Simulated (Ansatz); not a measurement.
The same path of BrF2HSi + CH4 (10 atoms, charge 0, multiplicity 1) was run twice with different band settings. Lost on the way: Si1–Br2, H6–C7. Made: Si1–C7, Br2–H6.

The calculation used RKS r2SCAN-D4/def2-SVP in Ansatz.

Relaxed end points:

```xyz
10
Properties=species:S:1:pos:R:3
Si -1.784 -0.149 -0.639
Br -1.591 -2.158 0.216
F -0.564 0.119 -1.650
F -1.687 0.940 0.541
H -3.061 0.016 -1.352
H 1.574 -0.806 0.312
C 1.738 0.247 0.577
H 2.586 0.321 1.270
H 0.837 0.650 1.059
H 1.951 0.821 -0.334
```

```xyz
10
Properties=species:S:1:pos:R:3
Si -0.776 0.634 -0.305
Br 0.295 -3.249 0.069
F -0.552 -0.428 -1.528
F -1.098 2.050 -1.017
H -1.986 0.208 0.433
H 0.007 -2.294 -0.956
C 0.780 0.752 0.673
H 1.042 -0.229 1.101
H 0.674 1.473 1.498
H 1.613 1.083 0.032
```

Common settings: climbing image yes; spring 5.0 eV/Å²; optimiser quadratic models (default); start path through a guess of the saddle point; force threshold 0.05 eV/Å; iteration limit 60; end points relaxed.

| run | movable images |
| --- | --- |
| 1 | 7 |
| 2 | 2 |

Q: What does each run give, and how far can it be trusted?

A: Run 1: converged after 13 iterations, highest image 2.423 eV above the first end. A vibrational analysis at the climbing image gives one clearly imaginary mode, 525i cm⁻¹: a first-order saddle point.
Run 2: converged after 20 iterations, highest image 2.423 eV above the first end. Neighbouring images differ by up to 2.4 eV, so the band resolves the path poorly. Another band between the same ends (7 images) ends at a top of the same energy, where a vibrational analysis finds 1 clearly imaginary mode. So few images can step over the top or miss a turn of the path.
The orbitals stay closed-shell, which can raise the energy where a bond breaks towards radicals; this wasn't checked here.
